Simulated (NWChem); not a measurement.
Species: GaNH2Cl2; SMILES [NH2][Ga]([Cl])[Cl]

```xyz
6

Ga     0.2666    -0.0005     0.0000
Cl    -0.8198     0.0003     1.8374
Cl    -0.8198     0.0003    -1.8374
N      2.0555     0.0014     0.0000
H      2.6108    -0.0027    -0.8458
H      2.6108    -0.0027     0.8458
```
Atoms are numbered in this order, from 1.

Program: NWChem. Medium grid unless said otherwise, to which SCAN and Minnesota functionals are sensitive. Coordinates come from a PBE0/def2-SVP optimisation. Hybrids' shares of exact exchange are those that their runs print; pure functionals count as 0. The functionals differ in more than this share.

```csv
row,share of exact exchange,highest occupied level (eV)
PBE/def2-TZVP,0.00,-6.66
B97-D/def2-TZVP,0.00,-6.64
B3LYP/def2-TZVP,0.20,-7.82
PBE0/def2-TZVP,0.25,withheld
BHandHLYP/def2-TZVP,0.50,-9.39
M06-2X/def2-TZVP,0.54,-9.52
```

Problem. Fit a straight line of the last column on the one before it, predict the withheld value, and compare with the run.

Solution. 
1. Means of the 5 shown rows: x = 0.248, y = -8.006. Slope Σ(x − x̄)(y − ȳ)/Σ(x − x̄)² = -1.472/0.2741 = -5.372; intercept -6.674.
2. The shown rows scatter about the line by 0.046 (root mean square); the largest residual is -0.07, at B3LYP/def2-TZVP.
3. At x = 0.25 (PBE0/def2-TZVP; inside the shown range) the line gives -8.02.
4. The run gives -8.07, -0.05 from the line, 1.1 times the scatter.
